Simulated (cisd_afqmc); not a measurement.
Input (AFQMC/CISD/def2-SVP; cisd_afqmc is a phaseless AFQMC code with CISD trial states that reads the integrals written by Ansatz):

Ansatz 0.2 input:
```python
import cisd_afqmc

open("ham.yaml", "w").write("""\
crystal:
  periodic: [false, false, false]
  atoms:
    - {symbol: Ga, position_ang: [0.00000000, 0.00000000, 0.00000000]}
basis:
  gaussian:
    orbitals: def2-SVP
magnetization: {spin_polarized: true, initial_magnetization: 1}
correlation: {method: ccsd, electrons: outside_noble_gas, hamiltonian_folder: ham}
scf: {lower_state_search: full}
""")
rep = cisd_afqmc.ansatz("ham.yaml")
e_ccsd = rep["correlation"]["coupled_cluster"]["energy"]["hartree"]
out = cisd_afqmc.run("ham", e_ccsd, trial="CISD", walkers=2000, populations=1, threads=12, dt=0.005, steps=40, early=24, settle=10, least=100,
    cut=5e-5, rank_cut=2e-4, target=0.0004, seconds=1000, seed=4, memory=62639, gpu=True)
```

Output:

```
orbitals 18, occupied [2, 1], factors 93 of 221, rank of the doubles 33 of 49
E(HF) = -1922.974135
E(CCSD) on the cut factors = -1923.017530, shift to the whole factors -0.000001
Energy of the trial state on the determinant = -1923.017384
  tau behind 7.2 of longer steps, mean of the populations' last blocks
   2.0  -1923.01826
   4.0  -1923.01822
   6.0  -1923.01825
   8.0  -1923.01805
  10.0  -1923.01822
  12.0  -1923.01823
  14.0  -1923.01821
  16.0  -1923.01805
  18.0  -1923.01827
  20.0  -1923.01805
  22.0  -1923.01891
blocks 92 (8 outliers left out), error by blocks joined: 1: 0.00001, 2: 0.00001, 4: 0.00001
E(AFQMC/CISD) = -1923.01823 +/- 0.00001
```

The error still grows at the longest joins of blocks, or few joins were possible, so the printed bar may be too narrow.
